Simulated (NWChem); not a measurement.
Species: AgCl; SMILES [Cl][Ag]

Computed with NWChem. def2 effective core potentials on Ag; no spin-orbit coupling. Each level has its own optimisation; frequencies are unscaled.

```
level            basis functions  r Ag–Cl (Å)  highest harmonic frequency (cm⁻¹)  zero-point energy (kcal/mol)
---------------  ---------------  -----------  ---------------------------------  ----------------------------
PBE0/def2-SVP                 49        2.301                                346                           0.5
PBE0/def2-SVPD                61        2.321                                328                           0.5
PBE0/def2-TZVP                77        2.286                                336                           0.5
PBE0/def2-TZVPD               86        2.289                                334                           0.5
```
